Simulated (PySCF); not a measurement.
# Working with the constants of ScSe

BLYP constants of ScSe, ²Σ⁺ (doublet), unpaired electrons σ ↑ (Sc x2c-TZVPPall, Se x2c-TZVPPall; spin-free X2C with a Gaussian nucleus (PySCF 2.14); masses 44.9559 and 79.9165 u):

```
ωe                      : 403.4 cm⁻¹
ωexe                    : 1.02 cm⁻¹
Be                      : 0.11209 cm⁻¹
αe                      : 0.000385 cm⁻¹
D (centrifugal)         : 3.46e-08 cm⁻¹
De to Sc (3d1 4s2) + Se : 4.65 eV
```

Problem. Give the vibrational terms G(v) and spacings up to v = 6.

Solution. G(v) = ωe(v+½) − ωexe(v+½)².

```csv
v,G(v) (cm⁻¹),G(v) − G(v−1),Bv (cm⁻¹)
0,201.4,,0.1119
1,602.8,401.4,0.1115
2,1002.1,399.3,0.1111
3,1399.4,397.3,0.1107
4,1794.6,395.2,0.1104
5,2187.8,393.2,0.1100
6,2579.0,391.2,0.1096
```

Problem. How well does the Morse estimate ωe²/(4ωexe) reproduce De, and what is D0?

Solution. It gives 4.95 eV, 106 % of the computed De. D0 = De − G(0) = 4.65 − 0.02 = 4.63 eV.

The metal atom is held in its measured ground configuration; semilocal functionals can put another filling of s and d lower by some tenths of an eV, and De to that atom would be smaller. Spin–orbit coupling is left out. With d or f electrons several states lie close, and the lowest PBE0 determinant need not be the measured ground state.
